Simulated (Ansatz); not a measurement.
H2AlBF, SMILES `F[B-][AlH2]` (singlet; the order of the spin states depends on the level) (charge -1, multiplicity 1). This singlet lies 0.32 eV below the relaxed triplet at the level frozen-core CCSD(T)/aug-cc-pVTZ // B3LYP-D3(BJ)/def2-TZVPD (Ansatz, a program for electronic structure); other levels give the other order.

Level of theory: PBE0/aug-cc-pVTZ // B3LYP-D3(BJ)/def2-TZVPD (Ansatz).

Ansatz 0.2 input:
```yaml
crystal:
  periodic: [false, false, false]
  atoms:
    - { symbol: F, position_ang: [2.509506, -0.148541, -0.089897] }
    - { symbol: B, position_ang: [1.221303, -0.078461, 0.196442] }
    - { symbol: Al, position_ang: [-0.746689, 0.054544, -0.387359] }
    - { symbol: H, position_ang: [-1.410805, 1.431881, 0.174381] }
    - { symbol: H, position_ang: [-1.573315, -1.259423, 0.106432] }
basis:
  gaussian: { orbitals: aug-cc-pVTZ }
hamiltonian:
  xc: pbe0
total_charge: -1
```

Output:

```
Functional definition: PBE0
929 factors; their error is unknown
mean field evaluation 1: about -10008.6538 eV, gradient 5.9e1 eV
mean field evaluation 2: about -9979.0461 eV, gradient 1.2e2 eV
mean field evaluation 4: about -10014.7445 eV, gradient 2.2e1 eV
mean field evaluation 8: about -10017.0668 eV, gradient 1.4e-1 eV
mean field evaluation 16: about -10017.0830 eV, gradient 2.4e-5 eV
mean field -10017.08296908 eV, -368.1210092910 hartree, gradient 2.4e-5 eV, S^2 0.000000; 0 other end points of the search recorded, 0 dependent functions left out
reference -10017.08302016 eV, -368.1210111683 hartree; 15, 15 occupied and 173, 173 virtual orbitals, 929 factors
Total energy: -10017.08302016 eV, -368.1210111683 hartree
```
